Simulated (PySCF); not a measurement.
Computed properties of isocyanic acid (CHNO), SMILES N=C=O

CHNO, SMILES N=C=O. Coordinates come from a PBE0-D3(BJ)/def2-TZVP optimisation. The values are those of a single conformer. All values are computed for the isolated molecule unless a solvent is named; none is compared with measurement here.

**Structure.** The optimised structure has Cs symmetry. All 6 harmonic modes at PBE0-D3(BJ)/def2-TZVP (PySCF) are real, so it is a minimum. With heavy atoms numbered as in [NH:1]=[C:2]=[O:3], the shortest bond between them is C2–O3 at 1.161 Å and the longest N1–C2 at 1.208 Å.

**Vibrations.** The strongest infrared lines (harmonic, unscaled, degenerate partners summed) lie at 2371 cm⁻¹ (737 km/mol, C 72 %, O 16 %, N 10 %), 789 cm⁻¹ (195 km/mol, H 40 %, C 35 %, N 21 %), 3713 cm⁻¹ (168 km/mol, H 92 %). The softest mode is at 573 cm⁻¹ and the zero-point energy is 13.5 kcal/mol.

**Electronic structure.** B3LYP/def2-TZVPD (PySCF) places the frontier levels at -8.64 and -0.38 eV, a gap of 8.26 eV, and gives a dipole moment of 2.09 D and a mean polarisability of 22.8 bohr³. PBE/def2-TZVPD (PySCF) at the same geometry gives -7.43 and -0.97 eV, so its gap is 1.80 eV narrower. An orbital gap is neither the optical nor the fundamental gap.

**Excitations.** TDA-B3LYP/def2-TZVPD (PySCF) has S1 at 6.62 eV (187 nm, f = 0.002, dark); the most intense of the 10 singlets computed lies at 10.12 eV (f = 0.15). T1 (TDA) is at 6.19 eV, 0.43 eV under S1. TDA-PBE/def2-TZVPD (PySCF) puts S1 at 6.60 eV. No vertical singlet excitation falls in the visible range (under 3.1 eV).

**NMR.** GIAO shifts at HF/pcSseg-2 (PySCF) (non-relativistic, atoms alike by connectivity averaged): ¹³C at 149.8 ppm against TMS; ¹H at 3.7 ppm against TMS.
